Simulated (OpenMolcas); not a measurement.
## Multiconfigurational calculation on Br I

Input:

```
&GATEWAY
Coord
1

Br 0.0 0.0 0.0
Basis=ANO-R3
Group=XYZ
NoMove
AngMom=0.0 0.0 0.0
AMFI
&SEWARD
&RASSCF
FileOrb=start.orb
Symmetry=2
Spin=2
nActEl=5 0 1
Inactive=9 6
Ras2=0 3
Ras3=6 0
CIRoot=3 3 1
SDav=3
CIMx=300
Iter=120 100
PrWF=0.3
OrbListing=Nothing
MaxOrb=0
Thrs=2.0e-7 1.0e-1 5.0e-4
Atom
>>> COPY $Project.JobIph JOB001
&RASSCF
FileOrb=start.orb
Symmetry=1
Spin=4
nActEl=5 0 1
Inactive=9 6
Ras2=0 3
Ras3=6 0
CIRoot=3 3 1
SDav=18
CIMx=300
Iter=120 100
PrWF=0.3
OrbListing=Nothing
MaxOrb=0
Thrs=2.0e-7 1.0e-1 5.0e-4
Atom
>>> COPY $Project.JobIph JOB002
&RASSCF
FileOrb=start.orb
Symmetry=1
Spin=2
nActEl=5 0 1
Inactive=9 6
Ras2=0 3
Ras3=6 0
CIRoot=8 8 1
SDav=54
CIMx=300
Iter=120 100
PrWF=0.3
OrbListing=Nothing
MaxOrb=0
Thrs=2.0e-7 1.0e-1 5.0e-4
Atom
>>> COPY $Project.JobIph JOB003
&RASSI
NrOfJobIphs=3 3 3 8
1 2 3
1 2 3
1 2 3 4 5 6 7 8
IphNames
JOB001
JOB002
JOB003
EJob
SpinOrbit
DIPRint=1.0
SOCoupling=1000.0
Subsets=2
MEES
Property=10
'ANGMOM' 1 'ANGMOM' 2 'ANGMOM' 3 'MLTPL  1' 1 'MLTPL  1' 2 'MLTPL  1' 3
'AMFI' 1 'AMFI' 2 'AMFI' 3 'MLTPL  2' 6
SOProperty=3
'ANGMOM' 1 'ANGMOM' 2 'ANGMOM' 3
```

Launched by
```bash
OMP_NUM_THREADS=1 MOLCAS_MEM=1689 MOLCAS_PROJECT=a pymolcas a.inp > a.log  # once for each step of the input, in one work folder
```

A driver script runs the steps one by one and writes start.orb anew before each from the orbitals found so far.

Output, cut to the results:

```
--- SEWARD ---
Basis set label: BR.ANO-R...7S6P5D4F2G.

      Electronic valence basis set:
      ------------------
      Associated Effective Charge  35.000000 au
      Associated Actual Charge     35.000000 au
      Nuclear Model: Finite nucleus - Gaussian distribution
        Gaussian exponent, Xi/bohr**(-2):  2.43055E+08

      Shell  nPrim  nBasis  Cartesian Spherical Contaminant
         s      21       7        X
         p      15       6        X
         d       9       5                 X
         f       7       4                 X
         g       5       2                 X
                  Relativistic X2C integrals
                  Atomic mean-field integrals
--- RASSCF ---
Wave function specifications:
      -----------------------------

      Number of closed shell electrons          30
      Number of electrons in active shells       5
      Max number of holes in RAS1 space          0
      Max nr of electrons in RAS3 space          1
      Number of inactive orbitals               15
      Number of active orbitals                  9
      Number of secondary orbitals              72
      Spin quantum number                      0.5
      State symmetry                             2
Orbital specifications:
      -----------------------

      Symmetry species                           1   2
                                                ag  au
      Frozen orbitals                            0   0
      Inactive orbitals                          9   6
      Active orbitals                            6   3
      RAS1 orbitals                              0   0
      RAS2 orbitals                              0   3
      RAS3 orbitals                              6   0
      Secondary orbitals                        35  37
      Deleted orbitals                           0   0
      Number of basis functions                 50  46
      Number of CSFs                             3
      Number of root(s) required                 3
      Iter CI   SX   CI       RASSCF       Energy    max ROT     max BLB   max BLB  Level Ln srch  Step   QN
          iter iter root      energy       change     param      element    value   shift minimum  type update
 Nr of preliminary CI iterations:   1
 ###############################################################################
 ###############################################################################
 ###                                                                         ###
 ###                                                                         ###
 ###    WARNING: Problems in orbital optimization.                           ###
 ###                                                                         ###
 ###                                                                         ###
 ###############################################################################
 ###############################################################################
  Warning: In symmetry  1, orbital p=  10 has diagonal density matrix element D(p,p) close to zero. D(p,p)=  0.000000E+00
  Warning: In symmetry  1, orbital p=  11 has diagonal density matrix element D(p,p) close to zero. D(p,p)=  0.000000E+00
        ...
  Warning: In symmetry  1, orbital p=  13 has diagonal density matrix element D(p,p) close to zero. D(p,p)=  0.000000E+00
  Warning: In symmetry  1, orbital p=  14 has diagonal density matrix element D(p,p) close to zero. D(p,p)=  0.000000E+00
  Warning: In symmetry  1, orbital p=  15 has diagonal density matrix element D(p,p) close to zero. D(p,p)=  0.000000E+00
        4   1    2    0  -604.49339326    3.64E-12  -1.22E-07    9  15 1  3.87E-07   0.50   0.00    SX    NO
      Convergence after  4 iterations
        5   1    2    0  -604.49339326   -1.82E-12  -1.22E-07    9  15 1  1.62E-07   0.50   0.00    SX    NO
      Natural orbitals and occupation numbers for root  1
      sym 1:   0.000000   0.000000   0.000000   0.000000   0.000000   0.000000
      sym 2:   2.000000   2.000000   1.000000
      Natural orbitals and occupation numbers for root  2
      sym 1:   0.000000   0.000000   0.000000   0.000000   0.000000   0.000000
      sym 2:   2.000000   1.000000   2.000000
      Natural orbitals and occupation numbers for root  3
      sym 1:   0.000000   0.000000   0.000000   0.000000   0.000000   0.000000
      sym 2:   1.000000   2.000000   2.000000
::    RASSCF root number  1 Total energy:  -2604.49339326
...
--- RASSI ---
SPIN-FREE ENERGIES:
  (Shifted by EMIN (a.u.) =      -2604.4933932629)

 SF State       Relative EMIN(au)   Rel lowest level(eV)    D:o, cm**(-1)      L_eff

     1             0.0000000000        0.0000000000              0.0000         1.0
     2             0.0000000000        0.0000000000              0.0000         1.0
     3             0.0000000000        0.0000000000              0.0000         1.0
     4             0.2861410486        7.7862945942          62800.7012         1.0
     5             0.2861410486        7.7862945942          62800.7012         1.0
     6             0.2861410486        7.7862945942          62800.7012         1.0
     7             0.3064495782        8.3389178361          67257.9082         1.0
     8             0.3064495782        8.3389178361          67257.9082         1.0
     9             0.3064495782        8.3389178361          67257.9082         1.0
    10             0.3498580995        9.5201238765          76784.9774         2.0
    11             0.3498580995        9.5201238765          76784.9774         2.0
    12             0.3498580995        9.5201238765          76784.9774         2.0
    13             0.3498580995        9.5201238765          76784.9774         2.0
    14             0.3498580995        9.5201238765          76784.9774         2.0
     Dipole printing threshold changed to   1.00000000E+00

++ Dipole transition strengths (spin-free states):
   -----------------------------------------------
     for osc. strength at least  1.00000000E+00

  ( Max oscillator strength is only   0.13391377178049788      )
--
Eigenvalues of complex Hamiltonian:
   -----------------------------------
  (Shifted by EMIN (a.u.) =      -2604.4933932629)

 SO State       Relative EMIN(au)   Rel lowest level(eV)    D:o, cm**(-1)     J-value

     1            -0.0051575942        0.0000000000              0.0000         1.0
...
```

The J values that RASSI prints are effective ones from its own formula and need not be integers or half-integers; the table below assigns J from the states.

Levels above the lowest, from the spin-orbit matrix, grouped by J:

| Configuration | Term | J | E (cm-1) | Measured (cm-1) | Term weight % |
| --- | --- | --- | --- | --- | --- |
| 4s2 4p5 | 2P* | 3/2 | 0.0 | 0.0 | 100 |
| 4s2 4p5 | 2P* | 1/2 | 3396 | 3685 | 100 |
| 4s2 4p4 5s | 4P | 5/2 | 62457 | 63436 | 99 |
| 4s2 4p4 5s | 4P | 3/2 | 64374 | 64907 | 88 |
| 4s2 4p4 5s | 4P | 1/2 | 65957 | 66884 | 98 |
| 4s2 4p4 5s | 2P | 3/2 | 67661 | 67184 | 87 |
| 4s2 4p4 5s | 2P | 1/2 | 70179 | 68970 | 98 |

Against the 6 measured excited levels shown (NIST Handbook of Basic Atomic Spectroscopic Data) the mean absolute deviation is 740 cm-1; the largest miss in energy is 4s2 4p4 5s 2P 1/2: computed 70179, measured 68970 cm-1 (+1.8 %), and the largest in proportion 4s2 4p5 2P* 1/2 (-7.9 %).

Without dynamic correlation excited terms often stand tens of per cent too high (terms of higher spin than the ground term too low), and those without a measured partner can miss by more than the paired ones. Some levels mix across a computed gap that differs much from the measured one, so their mixing is not that of the real levels. ANO sets are built for valence states and can reach diffuse excited orbitals poorly, and with the s shell closed the s pⁿ⁺¹ terms that mix with these levels are absent. Computed and measured levels are paired by configuration, term and J; levels that our copy of the source lacks, or whose pairing is in doubt (as where it misses far off the trend of its configuration), stay unpaired and out of the deviations. Only configurations of the active space appear. The first state left out of the spin-orbit step lies near 95000 cm-1 above the lowest spin-free state of the reference (among the parities and spins computed), and the list stops at four fifths of that energy or lower.

The term weight is that of the spin-free term in the level, not the purity of its configuration. * marks odd parity.
